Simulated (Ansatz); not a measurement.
Program: Ansatz. Geometries: PBE0-D4/def2-TZVP. ΔE: electronic, gas phase. CBS: MP2 limit from def2 TZ/QZ plus the TZ coupled-cluster correction, frozen cores. DFT in def2-TZVPP. B3LYP here is the variant with VWN-RPA as its local correlation; programs differ in this. def2 core potentials past Kr. For Ge, W outer-core shells are correlated without core-valence functions, which leaves a few kJ/mol of doubt a bond. Scalar relativity is left out up to krypton. One conformer a species, not always the lowest.

Reaction (redistribution): `O[SiH](O)[GeH3]` + `[NH]=[W](=[NH])([NH2])[Cl]` → `O[SiH](Cl)[GeH3]` + `[NH]=[W](=[NH])([NH2])[OH]`

`O[SiH](O)[GeH3]`:

```xyz
10

O    -1.317    0.698    1.423
Si   -0.351    0.909    0.109
O    -1.178    1.076   -1.302
Ge    1.174   -0.922   -0.069
H    -1.675   -0.172    1.600
H     0.310    2.213    0.324
H    -1.502    0.292   -1.746
H     0.391   -2.234   -0.299
H     2.006   -1.106    1.212
H     2.140   -0.754   -1.253
```

`[NH]=[W](=[NH])([NH2])[Cl]`:

Z-matrix (Å, degrees):
```
W
N 1 1.748
N 1 1.941 2 106.7
N 1 1.748 2 113.4 3 -117.3
Cl 1 2.301 2 108.8 3 121.6
H 2 1.008 1 156.3 3 121.5
H 3 1.008 1 123.2 2 20.0
H 3 1.008 1 123.2 2 -141.7
H 4 1.008 1 156.5 2 -4.2
```

`O[SiH](Cl)[GeH3]`:

Z-matrix (Å, degrees):
```
Si
Cl 1 2.065
Ge 1 2.381 2 106.7
O 1 1.638 2 110.6 3 123.0
H 1 1.479 2 107.5 3 -122.6
H 3 1.539 1 109.3 2 64.7
H 3 1.536 1 110.5 2 -55.0
H 3 1.538 1 110.8 2 -175.8
H 4 0.959 1 118.3 2 -62.3
```

`[NH]=[W](=[NH])([NH2])[OH]`:

```xyz
10

N    -0.157   -0.556   -1.767
W     0.218   -0.048   -0.132
N     0.343   -1.350    1.037
N    -1.251    1.092    0.460
O     1.878    0.901   -0.185
H    -0.354   -1.179   -2.532
H     0.323   -2.308    1.350
H    -1.608    1.091    1.402
H    -1.885    1.551   -0.175
H     2.495    0.806    0.543
```

```tsv
level	ΔE (kcal/mol)	difference from CCSD(T)/CBS
r2SCAN-D4	8.9	-1.1
PBE0-D4	8.6	-1.4
B3LYP-D4	9.1	-0.9
ωB97X-V	7.9	-2.1
B2PLYP	10.5	0.5
PBE	8.0	-2.0
r2SCAN	8.9	-1.1
PBE0	8.6	-1.4
B3LYP	9.1	-0.9
HF/def2-TZVPP	9.4	-0.6
MP2/def2-TZVPP	13.0	3.0
CCSD(T)/def2-TZVPP	10.3	0.3
HF/def2-QZVPP	9.6	-0.4
SCS-MP2/def2-QZVPP	12.1	2.1
MP2/CBS(def2)	12.6	2.6
CCSD/CBS(def2)	9.6	-0.4
CCSD(T)/CBS	10.0	0
```

Largest T1 diagnostic among the species: 0.020, so the coupled-cluster value is less sure than usual.

In def2-TZVPP, CCSD(T) changes the Hartree–Fock value by +0.9 kcal/mol (the triples alone add +0.4 kcal/mol) and MP2 by +3.5 kcal/mol.
